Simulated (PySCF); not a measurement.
Species: C₄H₁₀O₃SSi.
Atom-mapped SMILES: `[O:1]=[S:2](=[O:3])([OH:4])[C@H:5]1[CH2:6][CH2:7][SiH2:8][CH2:9]1` (hydrogens: H10 on O4; H11 on C5; H12, H13 on C6; H14, H15 on C7; H16, H17 on Si8; H18, H19 on C9)

A GFN2-xTB structure was refined with PySCF, PBE0-D3(BJ)/def2-SVP geometry optimisation, gas phase. Its GFN2-xTB values:

| coordinate | GFN2-xTB |
| --- | --- |
| O1=S2 | 1.458 Å |
| S2=O3 | 1.442 Å |
| S2–O4 | 1.661 Å |
| O4–H10 | 0.946 Å |
| C5–C6 | 1.513 Å |
| C5–C9 | 1.509 Å |
| C5–H11 | 1.071 Å |
| C6–C7 | 1.521 Å |
| C6–H12 | 1.083 Å |
| C6–H13 | 1.072 Å |
| C7–Si8 | 1.915 Å |
| C7–H14 | 1.080 Å |
| Si8–C9 | 1.882 Å |
| Si8–H16 | 1.464 Å |
| Si8–H17 | 1.488 Å |
| C9–H19 | 1.080 Å |
| O1–S2–O3 | 118.1° |
| O1–S2–C5 | 112.5° |
| S2–C5–C6 | 105.4° |
| S2–C5–C9 | 104.0° |
| O3–S2–C5 | 111.5° |
| O4–S2–C5 | 99.5° |
| C5–C6–C7 | 108.0° |
| C7–Si8–C9 | 94.1° |
| O1–S2–C5–C6 | 49° |
| S2–C5–C6–C7 | 62° |
| S2–C5–C9–Si8 | -75° |
| C7–Si8–C9–C5 | -14° |

Question: How do these coordinates change at the PBE0-D3(BJ)/def2-SVP level?

Answer: 
```csv
coordinate,PBE0-D3(BJ)/def2-SVP (Å or °),change
S2–O4,1.630,-0.031
C5–H11,1.102,+0.031
Si8–C9,1.913,+0.031
C6–H13,1.101,+0.029
Si8–H16,1.489,+0.025
O4–H10,0.970,+0.024
C5–C6,1.535,+0.022
C5–C9,1.530,+0.021
C7–H14,1.101,+0.021
C6–H12,1.103,+0.020
S2=O3,1.461,+0.019
C9–H19,1.099,+0.019
C6–C7,1.537,+0.016
C7–Si8,1.900,-0.015
O1=S2,1.446,-0.012
Si8–H17,1.497,+0.009
S2–C5–C9,109.9,+5.9
O1–S2–C5,109.0,-3.5
O1–S2–O3,121.1,+3.0
S2–C5–C6,108.3,+2.9
C5–C6–C7,109.8,+1.8
O3–S2–C5,110.1,-1.4
C7–Si8–C9,95.3,+1.2
O4–S2–C5,100.6,+1.1
S2–C5–C6–C7,74,+12
S2–C5–C9–Si8,-86,-11
O1–S2–C5–C6,55,+6
C7–Si8–C9–C5,-11,+3
```

The energy falls by 33.6 kJ/mol over 12 energy and gradient evaluations, the largest force component goes from 0.0528 to 3.7e-04 Eh/bohr, and the atoms move by 0.187 Å rms after alignment. Among the bonds, S2–O4, Si8–C9 and C5–H11 change most and about equally (-0.031 to +0.031 Å). Bonds longer at the end by more than 0.005 Å: 13 of 19; shorter: 4. Among the dihedrals that turn most is O1–S2–O4–H10, from -96° to -126°. Rotational constants go from 2101, 1065, 977.2 to 2151, 963.3, 879.5 MHz.

The run used 184 basis functions and 90 SCF cycles in all. Hardware: one thread, Arm Neoverse N1 (aarch64), on a shared host. Cost: 7.1 min wall, 0.80 GiB resident at most.

No frequency check. The numbers are those of one conformer.
